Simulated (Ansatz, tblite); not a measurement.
Cost and result up the ladder for the cluster Mg2F2⁺ (4 atoms). Total charge 1; doublet. Geometry: r2SCAN-D4/def2-TZVP.

```xyz
4

Mg   -1.269    0.225    0.611
Mg    1.269   -0.224   -0.611
F    -0.050   -1.196    0.336
F     0.050    1.196   -0.336
```

Ansatz on 4 threads of Intel Xeon on a shared host; xTB runs through tblite on one thread. Times are rough, summed over both states, and most runs start from the orbitals of an earlier one. PBE-QIDH/def2-TZVP serves as the yardstick here, not as an exact answer. Differences are given only for rows in sets of like size (and for xTB, whose basis is part of the method), since another set adds its own error. The other state is a quartet at its own geometry, which has other bonds, so the gap mixes isomer and spin.

The xTB rows come from tblite. HSE06 is defined as in plane-wave codes, on full-range PBE exchange. Correlated methods freeze 4 core orbitals; core or outer-core shells of Mg are correlated, in sets that lack core-valence functions. In the quartet, F3 and F4 lie 1.94 Å apart (atoms count from 1), so these atoms are partly bonded to each other. The structure comes from a short search, and lower isomers may exist.

Run but left out: HF/def2-TZVPP, MP2/def2-TZVPP, CCSD/def2-TZVPP, CCSD(T)/def2-TZVPP (flagged by the program: other roots).

Correlated methods converge slowly with the basis.

xTB has no spin-polarisation term.

```csv
level,functions,wall time,quartet − doublet (eV),difference from PBE-QIDH/def2-TZVP (eV)
GFN1-xTB,16,0.049 s,2.16,-3.29
GFN2-xTB,26,0.049 s,3.34,-2.10
HF/STO-3G,28,2.1 s,4.50,–
MP2/def2-TZVP,126,8.3 s,6.01,0.57
PBE-D4/def2-TZVP (with forces),126,9.4 s,4.97,-0.48
HSE06-D4/def2-TZVP,126,9.8 s,5.16,-0.28
PBE-QIDH/def2-TZVP,126,9.9 s,5.44,0.00
CAM-B3LYP-D4/def2-TZVP,126,10 s,5.20,-0.24
RPA@PBE/def2-TZVP,126,11 s,4.95,-0.49
r2SCANh-D4/def2-TZVP,126,14 s,5.15,-0.29
r2SCAN-D4/def2-TZVP,126,14 s,5.10,-0.34
PBE0-D4/def2-TZVP,126,16 s,5.14,-0.30
ωB97X-V/def2-TZVP,126,24 s,5.15,-0.30
```
